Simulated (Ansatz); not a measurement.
C2H5AlOS (`C=[C](S)[AlH][OH]`) at its PBE0-D4/def2-TZVP geometry, where that method's forces vanish. Total charge 0; spin multiplicity 1.

```xyz
10

C    -1.0075    1.3889   -0.1488
C    -0.4585    0.2630   -0.6188
S    -0.8243   -0.2886   -2.2492
Al    0.7463   -0.7814    0.4792
O     1.0511   -0.1908    2.0359
H    -0.7801    1.7265    0.8570
H    -1.6895    2.0095   -0.7268
H    -0.0670   -1.3983   -2.2362
H     1.4045   -2.1164   -0.0643
H     1.6250   -0.6125    2.6721
```

Task: What forces (eV/Å) does ωB97M-V/def2-TZVPP give on these atoms in Ansatz 0.2.0? (An estimate is asked.)

Result: The calculation gave: 
```
C1   0.027 -0.046 -0.008
C2   0.016  0.133  0.235
S3  -0.008 -0.111 -0.184
Al4  0.043 -0.141 -0.116
O5   0.038 -0.013  0.063
H6  -0.017 -0.025 -0.074
H7   0.052 -0.061  0.025
H8  -0.061  0.089 -0.003
H9  -0.070  0.140  0.056
H10 -0.020  0.034  0.005
```
